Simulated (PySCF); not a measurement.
## Atomic charges by several schemes

C₅H₆F₂O₂.
Z-matrix (Å and degrees, GFN2-xTB geometry), rows numbered from 1:
```
F 
C   1  1.3362
F   2  1.3558  1  106.39
O   2  1.3533  1  107.96  3   120.21
C   4  1.3716  2  116.51  1   169.80
C   5  1.3248  4  131.55  2     8.08
C   6  1.4975  5  108.45  4  -179.91
O   7  1.4230  6  105.81  5     2.45
C   8  1.4125  7  110.32  6    -4.44
H   2  1.1076  1  109.02  3  -115.28
H   6  1.0723  5  129.48  4     1.62
H   7  1.0993  6  111.73  5  -116.90
H   7  1.0978  6  112.34  5   121.25
H   9  1.0986  5  111.28  4   -63.35
H   9  1.0970  5  112.03  4    58.18
```

Density: PBE0/pcSseg-1 (PySCF); schemes: Mulliken, IAO, Hirshfeld and ESP-fitted. The structure is a single GFN2-xTB conformer in the gas phase; no vibrational or solvent corrections.

Task: Atoms with like bonding are taken together and averaged. For which atoms does the sign change between the 4 schemes (beyond +0.03 e in one, beyond −0.03 e in another)?

Result: C7 and C9. Atomic charges aren't observables, and each scheme defines them in its own way.

Task: At which atom do the 4 schemes differ most?

Result: At C2: from +0.210 (Hirshfeld) to +0.686 e (Mulliken), 0.476 e apart.

Task: Do the Mulliken, IAO, Hirshfeld and ESP-fitted schemes agree on where the charge is highest?

Result: All schemes agree: Mulliken C2 (+0.686); IAO C2 (+0.616); Hirshfeld C2 (+0.210); ESP-fitted C2 (+0.605).

Task: Tabulate the Mulliken, IAO, Hirshfeld and ESP-fitted charges.

Result: In e; atoms taken as equivalent share a row and are averaged (×n: the atom named and its like, n in all):

```tsv
atom	environment	Mulliken	IAO	Hirshfeld	ESP-fitted
F1/F3	fluorine of a CF2 group	-0.280	-0.293	-0.103	-0.223
C2	CHF2 carbon	+0.686	+0.616	+0.210	+0.605
O4	ether oxygen	-0.444	-0.316	-0.110	-0.366
C5	vinylic carbon bearing oxygen	+0.024	+0.169	+0.065	+0.226
C6	alkene CH carbon	-0.245	-0.257	-0.091	-0.411
C7	sp3 carbon bound to oxygen	+0.162	-0.044	+0.005	+0.296
O8	cyclic ether oxygen	-0.537	-0.402	-0.154	-0.484
C9	sp3 carbon bound to oxygen	+0.203	-0.059	+0.001	+0.226
H10	methine hydrogen	+0.089	+0.133	+0.049	+0.028
H11	vinylic hydrogen	+0.114	+0.166	+0.053	+0.177
H12/H13	methylene hydrogen	+0.124	+0.142	+0.042	+0.031
H14/H15	methylene hydrogen	+0.130	+0.148	+0.046	+0.045
```

Mean size of the charges over all atoms: Mulliken 0.238 e, ESP-fitted 0.228 e, IAO 0.222 e, Hirshfeld 0.075 e. Each set sums to the total charge, 0, to within 0.001 e. The Hirshfeld scheme divides the density at each point in proportion to the densities of the neutral, spherically averaged free atoms. The Mulliken scheme counts on each atom the diagonal of the density matrix times the overlap matrix over that atom's basis functions.

Some averages cover members that differ in this geometry: F1/F3, Mulliken -0.295 to -0.265; F1/F3, IAO -0.307 to -0.280 e.

Task: How many electrons does the Hirshfeld scheme count on F3?

Result: Its own charge is -0.109 e, so Z − q = 9.109.

Task: Sum the charges by element.

Result: 
```tsv
element	atoms	Mulliken	IAO	Hirshfeld	ESP-fitted
F	2	-0.561	-0.587	-0.206	-0.446
C	5	+0.830	+0.426	+0.191	+0.941
O	2	-0.981	-0.718	-0.264	-0.851
H	6	+0.712	+0.878	+0.279	+0.356
```

Task: How closely do the schemes follow one another over all atoms?

Result: Correlation coefficient and root-mean-square difference: IAO with Hirshfeld 0.99, 0.172 e; Mulliken with Hirshfeld 0.95, 0.212 e; Mulliken with ESP-fitted 0.94, 0.100 e; Mulliken with IAO 0.93, 0.109 e; Hirshfeld with ESP-fitted 0.91, 0.206 e; IAO with ESP-fitted 0.87, 0.142 e.

These values come from a run that also computed NMR shieldings. On an Intel Xeon at 2.70 GHz with one thread, shared host with 64 logical CPUs at a one-minute load of 60, this took 66 s wall and 0.82 GiB of memory at its peak.
